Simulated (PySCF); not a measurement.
Method: PySCF with B3LYP-D3(BJ)/def2-TZVP // PBE-D3(BJ)/def2-SVP. All species are isolated molecules in the gas phase. One relaxed conformer stands for a flexible species; it need not be the lowest. B3LYP has the VWN-RPA correlation part, as in Gaussian. 

Reference species: [W(OH)4(NH2)2] (neutral, multiplicity 1).

The charge on the central atom (Mulliken) is 1.43 e and the LUMO is -2.48 eV. The mean distance from the central atom to its bonded neighbours is 1.969 Å.

After one change: the charge on the central atom (Mulliken) rises by 0.11 e; the LUMO drops by 0.58 eV; the mean distance from the central atom to its bonded neighbours falls by 0.030 Å.

**Question.** Name the change that produced these shifts. The new species is one of these.
A. [W(OH)5(NH2)]
B. [W(OH)(NH2)5]
C. [W(NH2)6]
D. [W(OH)6]

**Answer.** D, [W(OH)6]
